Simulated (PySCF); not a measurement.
ClF (SMILES FCl), singlet, at a GFN2-xTB geometry. Base run: TPSS/6-31G** (PySCF).

PySCF was given this input:
```python
from pyscf import gto, scf, dft

mol = gto.Mole()
mol.atom = '''
    F    -0.00000000   -0.00000000   -1.09952052
    Cl    0.00000000    0.00000000    0.58209910
'''
mol.basis = '6-31g**'
mol.verbose = 4
mol.build()

mf = dft.RKS(mol)
mf.xc = 'tpss'
mf.kernel()
```

Each row names what was changed in the base input (with any setting that the change needs).

| change | ΔE vs base (mEh) | fitting functions | dipole (D) |
|---|---|---|---|
| base | 0.000 | - | 0.91 |
| auxbasis = def2-universal-jfit | -0.119 | 100 | 0.91 |
| auxbasis = cc-pvdz-jkfit | -0.062 | 182 | 0.91 |
| auxbasis = def2-universal-jkfit | -0.038 | 205 | 0.91 |
| auxbasis = def2-svp-ri | -859.3 | 110 | 0.92 |
| auxbasis = default (with mf = mf.density_fit()) | -0.062 | 182 | 0.91 |
| auxbasis = autoaux | -0.084 | 270 | 0.91 |
| auxbasis = cc-pvtz-jkfit | -0.032 | 200 | 0.91 |
| auxbasis = cc-pvtz-ri | -14.305 | 203 | 0.91 |
| auxbasis = cc-pvqz-jkfit | -0.025 | 254 | 0.91 |

A fitting set is made for a task (jfit for Coulomb, jkfit for Coulomb and exchange, ri for correlation) and for a family of orbital bases.
